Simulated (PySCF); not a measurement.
## Chromium: a sound run and one with changed settings

Sound run: Cr [Ar] 3d5 4s1, Cr⁺ [Ar] 3d5. All numbers are calculated (PySCF 2.14, scalar relativity by spin-free X2C-1e, in cc-pVDZ-DK (6s5p3d1f, 43 functions)). In the sound run the correlated levels freeze [Ar]. The sound run starts from symmetry-adapted Hartree-Fock orbitals and uses a fine grid where one is needed.

Changed run: basis STO-3G, all-electron and non-relativistic. This setting is unsound on purpose.

```tsv
species	method	sound run (hartree)	changed run (hartree)	converged
Cr	UHF	-1049.65356	-1032.07613	yes
Cr	LDA	-1048.46620	-1030.57474	yes
Cr	PBE0	-1050.57241	-1032.78590	yes
Cr	MP2	-1049.73482	-1032.07666	yes
Cr⁺	UHF	-1049.43261	-1032.00295	yes
Cr⁺	LDA	-1048.18833	-1030.44987	yes
Cr⁺	PBE0	-1050.31460	-1032.67681	yes
Cr⁺	MP2	-1049.49807	-1032.00330	yes
```

Ionisation energy of Cr:

```json
{"method": "UHF", "sound run (eV)": "6.012", "changed run (eV)": "1.991"}
{"method": "LDA", "sound run (eV)": "7.561", "changed run (eV)": "3.398"}
{"method": "PBE0", "sound run (eV)": "7.015", "changed run (eV)": "2.969"}
{"method": "MP2", "sound run (eV)": "6.442", "changed run (eV)": "1.996"}
{"method": "SCS-MP2", "sound run (eV)": "6.156", "changed run (eV)": "1.993"}
```

A minimal basis cannot let orbitals breathe on ionisation and holds almost no correlation. The Hamiltonian changed with the basis, so the totals do not compare.

For comparison, NIST gives 6.767 eV between the lowest levels.
